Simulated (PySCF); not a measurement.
Ligands exchanged one at a time, B CH3-I. Isolated molecules, 0 K electronic values unless said otherwise. Strings in code marks are SMILES.

The T1 excitation (TDA) from two functionals at the same geometries (PBE0-D3(BJ)/def2-TZVP), both in PySCF: PBE-D3(BJ)/def2-TZVP and TPSSh-D3(BJ)/def2-TZVP. Excitations are Tamm–Dancoff values on a coarser integration grid. The basis has no diffuse functions, so Rydberg states are missing or too high.

```csv
species,TPSSh-D3(BJ)/def2-TZVP (eV)
0 of 3 CH3 replaced by I,5.89
1 of 3 CH3 replaced by I (`CB(C)I`),4.35
2 of 3 CH3 replaced by I (`IB(I)C`),3.78
3 of 3 CH3 replaced by I (`IB(I)I`),3.27
```

Problem. What does PBE-D3(BJ)/def2-TZVP give for each?

Solution. 
- 0 of 3 CH3 replaced by I: 5.57
- 1 of 3 CH3 replaced by I (`CB(C)I`): 3.94
- 2 of 3 CH3 replaced by I (`IB(I)C`): 3.43
- 3 of 3 CH3 replaced by I (`IB(I)I`): 2.95
Over these rows, drawn at random from the members with no instability flagged (it was tested for open shells, ions and some series alone), PBE minus TPSSh-D3(BJ): mean -0.35 eV, from -0.40 eV to -0.32 eV.
